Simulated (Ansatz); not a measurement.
Mulliken charges of `C[S][Ge][NH2]` from PBE/def2-TZVPP in Ansatz (PBE0-D4/def2-TZVP geometry).

```json
{"atom": "C1", "x (Å)": "-0.262", "y (Å)": "0.979", "z (Å)": "-0.953", "charge (e)": "-0.273"}
{"atom": "S2", "x (Å)": "1.489", "y (Å)": "0.528", "z (Å)": "-0.894", "charge (e)": "-0.256"}
{"atom": "Ge3", "x (Å)": "1.734", "y (Å)": "-1.053", "z (Å)": "0.683", "charge (e)": "0.260"}
{"atom": "N4", "x (Å)": "0.005", "y (Å)": "-1.204", "z (Å)": "1.235", "charge (e)": "-0.394"}
{"atom": "H5", "x (Å)": "-0.880", "y (Å)": "0.123", "z (Å)": "-1.228", "charge (e)": "0.115"}
{"atom": "H6", "x (Å)": "-0.595", "y (Å)": "1.391", "z (Å)": "0.000", "charge (e)": "0.116"}
{"atom": "H7", "x (Å)": "-0.373", "y (Å)": "1.745", "z (Å)": "-1.720", "charge (e)": "0.128"}
{"atom": "H8", "x (Å)": "-0.797", "y (Å)": "-0.699", "z (Å)": "0.895", "charge (e)": "0.150"}
{"atom": "H9", "x (Å)": "-0.233", "y (Å)": "-1.857", "z (Å)": "1.965", "charge (e)": "0.154"}
```

Problem. By hand: the dipole of these point charges (1 e Å = 4.8032 D).

Solution. Σ q r = (-0.234, -0.194, 0.256) e Å, of length 0.397 e Å = 1.91 D.

Problem. How does the dipole of the full density compare? (An estimate is asked.)

Solution. The calculation gave: (-0.535, -0.063, 0.188) e Å, 2.74 D; the point charges give 0.70 times that, at 35° from its direction.

Point charges leave out the atoms' own dipoles, such as those of lone pairs, and Mulliken's split depends on the basis, so the two needn't agree.
